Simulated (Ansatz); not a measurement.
One change: `O/C=C(/Cl)[SeH]` becomes `O/C=C(\Cl)[SiH2]O`.

Ansatz, PBE0-D4/def2-TZVP geometries, multiplicity 1. Each molecule was computed in one conformer, which needn't be the lowest.

Scalar relativity is left out up to krypton.

| property | `O/C=C(/Cl)[SeH]` |
| --- | --- |
| HOMO–LUMO gap (ωB97M-V/def2-TZVPP) / eV | 9.99 |
| HOMO–LUMO gap (PBE/def2-TZVPP) / eV | 3.84 |
| HOMO–LUMO gap (PBE0/def2-TZVPP) / eV | 5.90 |
| LUMO energy (ωB97M-V/def2-TZVPP) / eV | 1.67 |
| size of the dipole moment (PBE/def2-TZVPP) / D | 2.40 |
| LUMO energy (PBE0/def2-TZVPP) / eV | -0.29 |

Q: What does the change do to each property? (An estimate is asked.)

A: Ansatz gave: 
```tsv
property	`O/C=C(\Cl)[SiH2]O`	shift
HOMO–LUMO gap (ωB97M-V/def2-TZVPP) / eV	10.78	0.79
HOMO–LUMO gap (PBE/def2-TZVPP) / eV	4.59	0.75
HOMO–LUMO gap (PBE0/def2-TZVPP) / eV	6.70	0.80
LUMO energy (ωB97M-V/def2-TZVPP) / eV	1.57	-0.10
size of the dipole moment (PBE/def2-TZVPP) / D	0.85	-1.55
LUMO energy (PBE0/def2-TZVPP) / eV	-0.35	-0.06
```

With PBE0 the HOMO falls by 0.85 eV and the LUMO falls by 0.06 eV, so the gap widens by about 0.79 eV. PBE moves the HOMO by -0.78 eV and ωB97M-V by -0.91 eV. Dipoles are sizes alone; their direction can turn.

Spin–orbit coupling is left out; it splits and shifts lone-pair levels of the heavy atoms by tenths of an eV.
